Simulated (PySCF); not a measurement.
**Ionisation energy of Hf⁺ by level of theory**

Hf⁺ [Xe] 4f14 5d1 6s2 (2D) → Hf²⁺ [Xe] 4f14 5d2 (3F), as a difference of total energies. Computed with PySCF 2.14 in aug-cc-pVDZ-PP with ECP60MDF, with a scalar-relativistic core potential. The calculations carry no spin-orbit coupling.

```json
{"method": "LDA", "ionisation energy (eV)": "15.025"}
{"method": "MN15", "ionisation energy (eV)": "15.000"}
```

The reference lies between the lowest fine-structure levels, while these numbers refer to the centres of the terms.

For comparison: 14.61 ± 0.04 eV (theoretical estimate listed by NIST; NIST Atomic Spectra Database, ionization energies).
